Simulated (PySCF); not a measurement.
**Correlation energy of O (oxygen, neutral)**

[He] 2s2 2p4, high-spin 3P determinant. All numbers are calculated (PySCF 2.14, the non-relativistic Hamiltonian (point nucleus), in 6-31G*). Frozen: 1s2; 6 electrons correlated.

MP2 pair energies summed by pair of shells (mhartree):

| pair | energy | share (%) |
| --- | --- | --- |
| 2p-2p | -46.25 | 48.7 |
| 2s-2p | -41.84 | 44.1 |
| 2s-2s | -6.89 | 7.3 |

Total MP2 correlation energy: -94.98 mhartree.

Same-spin part -24.44 and opposite-spin part -70.54 mhartree; SCS-MP2 scales them by 1/3 and 6/5 to -92.80 mhartree.

```csv
level,correlation energy (mhartree)
CCSD,-110.73
(T),-0.84
CCSD(T),-111.57
```

Diagnostics: T1 = 0.0051, D1 = 0.0090, largest double amplitude 0.055.

Is a single reference adequate?

Yes: T1 lies below 0.03 and no double amplitude reaches 0.07.
